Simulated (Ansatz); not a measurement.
Diatomic SF, multiplicity 2 (the spin of the measured ground state).

D_e counts from the fitted minimum to each atom's lowest state at the same level, without counterpoise.

Cores are frozen in the correlated methods.

Codes used: Ansatz (Gaussian orbitals). Values without a source in brackets are computed.

PBE/def2-TZVPP gives 396.2 kJ/mol for the bond energy D_e.

### Question
How do the other levels lie against it? Give each less PBE: r2SCAN/def2-TZVPP, B3LYP/def2-TZVPP, wB97M-V/def2-TZVPP, B2PLYP/def2-TZVPP, CCSD(T)/def2-QZVPP.

### Answer
r2SCAN/def2-TZVPP -35.4; B3LYP/def2-TZVPP -40.9; wB97M-V/def2-TZVPP -31.4; B2PLYP/def2-TZVPP -48.3; CCSD(T)/def2-QZVPP -53.5 kJ/mol. 0 of 5 lie above PBE; the widest gap is to CCSD(T)/def2-QZVPP.

Ansatz is an electronic-structure program.
